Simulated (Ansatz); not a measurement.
A nudged elastic band was laid between two geometries of BGeH8NSi2 (13 atoms, charge 0, multiplicity 1).

The calculation used RKS PBE-D4/def2-SVP (Ansatz 0.2.0).

```json
{"movable images": "5", "climbing image": "yes", "spring": "5.0 eV/Å²", "optimiser": "quadratic models (default)", "start path": "IDPP", "force threshold": "0.05 eV/Å", "iteration limit": "60", "end points": "relaxed"}
```

Image 0:

```xyz
13
Properties=species:S:1:pos:R:3
N 1.311 -0.039 2.161
Si 0.402 -1.142 1.125
B -0.722 -0.309 -0.311
Si -0.770 -0.682 -2.163
Ge -0.857 1.627 -0.493
H 2.030 0.533 1.706
H 0.762 0.558 2.788
H 1.410 -2.094 0.524
H -0.490 -1.935 2.051
H 0.123 -1.673 -2.870
H -1.574 0.077 -3.187
H 0.030 2.647 0.284
H -1.634 2.397 -1.600
```

Image 6:

```xyz
13
Properties=species:S:1:pos:R:3
N 1.203 0.178 2.008
Si 0.328 -1.092 1.148
B -0.689 -0.273 -0.358
Si -0.654 -0.664 -2.201
Ge -1.011 1.645 -0.458
H 1.914 0.679 1.465
H 1.609 -0.082 2.913
H 1.187 -2.248 0.654
H -0.606 -1.696 2.170
H 0.259 -1.657 -2.878
H -1.434 0.083 -3.252
H -0.339 2.729 0.435
H -1.746 2.362 -1.630
```

Task: What changes between the two ends?

Result: No bond is made or broken. The height of N1 over the plane of its neighbours goes from 0.30 to -0.31 Å.

Task: What energy profile does the band end with?

Result: The forces met the threshold. The highest image is number 3 of 0 to 6, 0.017 eV above the first end and 0.057 eV above the last; the last end lies 0.040 eV below the first. A vibrational analysis at the climbing image gives one clearly imaginary mode, 295i cm⁻¹: a first-order saddle point.

```csv
image,path coordinate (Å),energy (eV),height of N1 over the plane of its neighbours (Å)
0,0.00,0.000,0.30
1,0.24,0.002,0.29
2,0.48,0.008,0.24
3,0.72,0.017,0.08
4,1.04,-0.020,-0.22
5,1.36,-0.039,-0.31
6,1.68,-0.040,-0.31
```

Task: What is the geometry of the highest image?

Result: 
```xyz
13
Properties=species:S:1:pos:R:3
N 1.295 0.049 2.051
Si 0.382 -1.117 1.121
B -0.707 -0.306 -0.350
Si -0.722 -0.695 -2.197
Ge -0.908 1.626 -0.503
H 1.916 0.740 1.632
H 1.090 0.240 3.030
H 1.281 -2.198 0.553
H -0.518 -1.791 2.130
H 0.182 -1.686 -2.889
H -1.520 0.050 -3.236
H -0.088 2.673 0.311
H -1.662 2.379 -1.640
```

Task: What are the harmonic wavenumbers there?

Result: 295i, 41, 76, 91, 125, 177, 266, 294, 368, 390, 449, 465, 496, 528, 549, 662, 786, 815, 838, 852, 866, 899, 927, 948, 1474, 2034, 2055, 2088, 2132, 2139, 2159, 3532, 3640 cm⁻¹.

The run took 2.1 min on 2 threads of Arm Neoverse V1, with other jobs on the host, peak memory 0.2 GiB.
